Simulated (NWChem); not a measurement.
Molecule: CHBClF3; SMILES C(F)(BCl)(F)F

```xyz
7

B      0.8023    -0.5964     0.0233
C      0.0168     0.7994     0.0068
F     -1.3255     0.7184     0.0662
F      0.3356     1.4629    -1.1358
F      0.4245     1.5641     1.0513
Cl    -0.0547    -2.1041    -0.0013
H      1.9877    -0.5869     0.0405
```
Atoms are numbered in this order, from 1.

Level: B3LYP/6-31G* (spherical d) (NWChem), optimised geometry, unscaled harmonic frequencies. 

| frequency (cm⁻¹) | IR intensity (km/mol) |
|---|---|
| 18 | 1.5 |
| 170 | 1.7 |
| 271 | 0.2 |
| 316 | 0.5 |
| 501 | 6.7 |
| 507 | 2.8 |
| 611 | 32.8 |
| 781 | 17.7 |
| 828 | 29.9 |
| 894 | 66.4 |
| 1090 | 262.7 |
| 1132 | 217.2 |
| 1208 | 137.1 |
| 1349 | 49.4 |
| 2744 | 70.6 |

- zero-point energy = 17.7 kcal/mol
- thermal correction to the enthalpy at 298.15 K (with zero-point energy) = 22.2 kcal/mol
- heat capacity Cv = 19.3 cal/(mol K)
- entropy at 298.15 K and 1 atm (symmetry number 1) = 82.3 cal/(mol K)
- dipole moment = 1.29 D

Rigid rotor and harmonic oscillator; modes under 100 cm⁻¹ make the entropy uncertain.
